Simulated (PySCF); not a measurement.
Dipole moment of molecules with a metal or metalloid centre, at PBE and at B3LYP.

Values in D, from PySCF. Where two bases are given, the first is that of PBE. B3LYP is a level with its own limits.

```csv
system,basis,PBE,B3LYP,PBE − B3LYP
C[SiH](C)[SiH2][SiH](Cl)Cl singlet,def2-SVP,2.10,2.11,-0.01
iminoborane singlet,def2-TZVP,0.16,0.01,0.15
OB(O)N[Si](F)(F)F singlet,def2-TZVP,1.23,1.25,-0.02
B(H)2(F)(NH3) singlet,def2-TZVP,5.54,5.62,-0.08
Si(H)3(OSiMe3) singlet,def2-SVP,0.58,0.52,0.06
Si(H)(OH)(OEt)(NH2) singlet,def2-TZVP,0.54,0.45,0.09
Ge(Me)2(OMe)(OEt) singlet,def2-SVP,1.67,1.77,-0.11
B(Me)(Et)(NMe2) singlet,def2-SVP,1.54,1.50,0.04
Sn(H)(OH) singlet,def2-TZVP,1.17,1.39,-0.22
Ge(H)2(OSiH3)2 singlet,def2-TZVP,0.97,0.99,-0.02
Mg(SeH)(SiMe3) singlet,def2-TZVP,3.45,3.65,-0.20
C[SiH](C)/C=C/[Si](O)(O)O singlet,def2-SVP,0.78,0.88,-0.10
Mo(O)2(Cl)2 singlet,def2-TZVP,1.11,1.21,-0.10
B(Cl)(OH)(SeH) singlet,def2-TZVP,1.56,1.56,0.00
Bi(OMe)2(TeH) singlet,def2-TZVP,1.81,1.96,-0.15
B(All)(F)(H) singlet,def2-TZVP,0.88,0.96,-0.08
Cd(OMe)(GeH3) singlet,def2-TZVP,1.43,1.58,-0.14
In(OH)2(OMe) singlet,def2-TZVP,0.34,0.34,0.00
Ge(H)2(Vi)(OMe) singlet,def2-TZVP,0.79,0.88,-0.08
Ge(H)2(F)(Et) singlet,def2-TZVP,2.35,2.47,-0.12
F[Si](F)(F)N[SiH2]Cl singlet,def2-TZVP,2.28,2.40,-0.12
Zn(Br)(I) singlet,def2-TZVP,0.55,0.56,0.00
Si(GeH3)2(OH)(OMe) singlet,def2-TZVP,1.74,1.79,-0.06
Be(Br)(I) singlet,def2-TZVP,0.26,0.24,0.02
```

The mean difference from B3LYP is -0.05 D (median -0.07) and the mean absolute one 0.08 D (median 0.08); PBE lies above in 6 and below in 18 of 24 cases. It is closest for In(OH)2(OMe) singlet (0.00), Zn(Br)(I) singlet (0.00), B(Cl)(OH)(SeH) singlet (0.00) and furthest off for Sn(H)(OH) singlet (-0.22), Mg(SeH)(SiMe3) singlet (-0.20), Bi(OMe)2(TeH) singlet (-0.15).
